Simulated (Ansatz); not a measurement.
Start from `C[SiH](C)[AlH][OH]` and change one atom or group to get `C[SiH](C)C`.

Ansatz, PBE0-D4/def2-TZVP geometries, multiplicity 1. Each molecule was computed in one conformer, which needn't be the lowest.

```csv
property,`C[SiH](C)[AlH][OH]`
size of the dipole moment (PBE/def2-TZVPP) / D,0.62
LUMO energy (PBE/def2-TZVPP) / eV,-1.93
LUMO energy (B3LYP/def2-TZVPP) / eV,-1.38
size of the dipole moment (B3LYP/def2-TZVPP) / D,0.65
HOMO–LUMO gap (PBE/def2-TZVPP) / eV,3.98
LUMO energy (ωB97M-V/def2-TZVPP) / eV,0.42
```

Q: Give the same properties after the change, and the shifts. (Best estimate.)

A: Computed: 
| property | `C[SiH](C)C` | shift |
| --- | --- | --- |
| size of the dipole moment (PBE/def2-TZVPP) / D | 0.61 | -0.01 |
| LUMO energy (PBE/def2-TZVPP) / eV | 0.34 | 2.27 |
| LUMO energy (B3LYP/def2-TZVPP) / eV | 0.77 | 2.15 |
| size of the dipole moment (B3LYP/def2-TZVPP) / D | 0.57 | -0.08 |
| HOMO–LUMO gap (PBE/def2-TZVPP) / eV | 7.56 | 3.58 |
| LUMO energy (ωB97M-V/def2-TZVPP) / eV | 2.47 | 2.05 |

With PBE0 the HOMO falls by 1.54 eV and the LUMO rises by 2.30 eV, so the gap widens by about 3.84 eV. PBE moves the HOMO by -1.31 eV and ωB97M-V by -1.79 eV. Dipoles are sizes alone; their direction can turn.

Positive LUMOs are unbound, so they and the gaps depend on the basis.

B3LYP here is the variant with VWN-RPA as its local correlation; programs differ in this.
